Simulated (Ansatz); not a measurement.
Mulliken charges of `[CH3][Ga]([NH2])[Cl]` from r2SCAN/def2-TZVPP in Ansatz (PBE0-D4/def2-TZVP geometry).

| atom | x (Å) | y (Å) | z (Å) | charge (e) |
| --- | --- | --- | --- | --- |
| C1 | 0.119 | 1.342 | -0.789 | -0.322 |
| Ga2 | 0.110 | -0.513 | -0.200 | 0.528 |
| N3 | -0.303 | -1.159 | 1.434 | -0.434 |
| Cl4 | 0.648 | -2.079 | -1.585 | -0.329 |
| H5 | -0.545 | 1.458 | -1.647 | 0.082 |
| H6 | 1.125 | 1.622 | -1.105 | 0.081 |
| H7 | -0.205 | 2.015 | 0.006 | 0.074 |
| H8 | -0.580 | -0.593 | 2.217 | 0.152 |
| H9 | -0.280 | -2.140 | 1.652 | 0.169 |

**Question.** By hand: the dipole of these point charges (1 e Å = 4.8032 D).

**Answer.** Σ q r = (-0.166, 0.432, 0.440) e Å, of length 0.639 e Å = 3.07 D.

**Question.** How does the dipole of the full density compare? (An estimate is asked.)

**Answer.** Ansatz gave: (-0.156, 0.410, 0.417) e Å, 2.91 D; the point charges give 1.05 times that, at 0° from its direction.

Point charges leave out the atoms' own dipoles, such as those of lone pairs, and Mulliken's split depends on the basis, so the close match here is no proof of good charges.
